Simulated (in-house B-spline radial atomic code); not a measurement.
## RPA and G0W0 on TPSS: the silver ion Ag⁶⁺

Configuration [Kr] 4d5, highest spin, mean-field start TPSS. Computed with a B-spline radial code for spherical atoms: all electrons, scalar-relativistic (spin-free one-electron X2C), finite nucleus, each spin shell either full or empty, empty states to l = 9 with an (l + 1/2)⁻⁴ tail; G0W0 by contour deformation at full frequency.

Command:
```bash
python run_gw.py task.json out
```
Settings (radii: box in bohr, nucleus in fm):
```
Z                        47
electrons                41
configuration            [Kr] 4d5
hamiltonian              x2c
method                   tpss,tpss
lmax                     9
rms_radius               4.5454
spin_polarised           True
box_radius               9.29
intervals                67
```

Time taken, with all properties: 5.5 s on 1 thread of Arm Neoverse N1 (shared host).

Energies (hartree):

```json
{"term": "mean-field total", "value": "-5305.50467"}
{"term": "Hartree-Fock functional on these orbitals", "value": "-5303.50384"}
{"term": "direct second order", "value": "-3.5247"}
{"term": "second-order exchange", "value": "1.0133"}
{"term": "SOSEX correction", "value": "0.95338"}
```

Q: What is the RPA correlation energy, and what remains with SOSEX?

A: RPA gives -3.1588 hartree (-2.1 eV per electron); RPA + SOSEX gives -2.2055, and the second-order doubles -2.5114 hartree (no singles). SOSEX takes back 30 % of the RPA value.

Quasi-particle levels (eV):

```csv
level,occupied,mean field,Σx - vxc,Σc,QP weight,G0W0
4d up,yes,-97.63,-9.81,?,?,?
4p down,yes,-148.95,-10.17,-0.21,0.950,-159.32
4d down,no,-92.14,12.00,-3.98,0.962,-84.12
```

G0W0 = mean field + (Σx - vxc) + Σc, with Σc (partial-wave tail included) taken at the quasi-particle energy. Only the outer levels were computed. Levels of low weight are left out.

Q: Where does G0W0 put 4d up?

A: At -107.49 eV, with Σc = -0.05 eV and a quasi-particle weight of 0.962. The tabulated removal energy is 106 ± 2 eV (NIST, tabulated theory); the calculation leaves out spin-orbit coupling, Breit and QED terms, and what these don't explain is the method's own error.
